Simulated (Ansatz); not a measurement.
Total energies of C₂H₁₂N₄Ti (`C[N](C)[Ti]([NH2])([NH2])[NH2]`).

Cartesian coordinates in Å:
```
C 0.454 1.656 1.386
N 0.251 0.343 0.839
C 0.481 -0.722 1.785
Ti -0.255 -0.246 -0.868
N 1.179 -1.274 -1.585
N -0.516 1.268 -1.980
N -1.920 -1.158 -0.703
H 1.484 1.783 1.752
H 0.264 2.410 0.623
H -0.218 1.845 2.237
H -0.193 -0.649 2.651
H 0.313 -1.700 1.319
H 1.514 -0.711 2.164
H 2.072 -1.421 -1.136
H 1.140 -1.818 -2.436
H -1.412 1.696 -2.161
H 0.182 1.642 -2.606
H -2.362 -1.707 -1.428
H -2.457 -1.237 0.148
```

Total charge 0; spin multiplicity 1. Correlated methods include outer-core shells of Ti, which these sets cover unevenly. Scalar relativity is left out up to krypton. The structure was optimised at the PBE0-D4/def2-TZVP level. It is one conformer, not always the lowest. Basis def2-TZVPP, the Gaussian-basis code of Ansatz.

RPA on PBE orbitals: Hartree–Fock energy of these orbitals -1149.01323 Eh, correlation -2.66684 Eh (frozen core).

```csv
functional,energy without D4 (Eh),D4 term (kJ/mol)
LDA (SPW92),-1147.57035,–
PBE,-1151.57074,-46.5
r2SCAN,-1151.96787,-12.9
B3LYP,-1152.19025,-73.5
r2SCANh,-1151.93350,-13.6
BHLYP,-1151.92041,-56.5
CAM-B3LYP,-1152.04131,-40.9
LC-ωPBE,-1151.78465,–
ωB97M-V,-1151.95172,–
PBE-QIDH,-1151.44164,–
```

(1) Give the same for revPBE, BLYP, B97M-V, PBE0, r2SCAN0, HSE06 (plane-wave form), ωB97X-V, B2PLYP. (Best estimate.)

B3LYP takes the VWN-RPA correlation (the form of Gaussian; ORCA's B3LYP/G). HSE06 is the plane-wave form, built on full-range PBE exchange. The double hybrids freeze the cores in their second-order part.

Results:

(1) The calculation gave: 
| functional | energy without D4 (Eh) | D4 term (kJ/mol) |
| --- | --- | --- |
| revPBE | -1151.97574 | -132.0 |
| BLYP | -1152.07964 | -98.3 |
| B97M-V | -1151.91513 | – |
| PBE0 | -1151.59589 | -40.1 |
| r2SCAN0 | -1151.88516 | -14.9 |
| HSE06 (plane-wave form) | -1151.57107 | -37.5 |
| ωB97X-V | -1151.93359 | – |
| B2PLYP | -1151.74669 | – |

LC-ωPBE has ω = 0.4 bohr⁻¹.
